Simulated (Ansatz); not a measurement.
Ansatz results at the PBE0-D4/def2-TZVP geometry: LUMO energy (PBE0/def2-TZVPP) -0.80 eV; HOMO energy (PBE/def2-TZVPP) -7.31 eV; HOMO–LUMO gap (PBE0/def2-TZVPP) 8.09 eV.

Each molecule was computed in one conformer, which needn't be the lowest.

(1) Which molecule gave them?
A. `[OH][Ge]([OH])([OH])[OH]`
B. `[NH2][Ge]([F])([F])[Cl]`
C. `C[CH](C)[GeH]([CH](C)C)[CH](C)C`
D. `[CH3][GeH]([CH3])[Cl]`

Results:

(1) B. The others give `C[CH](C)[GeH]([CH](C)C)[CH](C)C`: 0.94, -6.04, 8.15; `[OH][Ge]([OH])([OH])[OH]`: -0.28, -7.41, 8.94; `[CH3][GeH]([CH3])[Cl]`: 0.57, -6.94, 8.85.
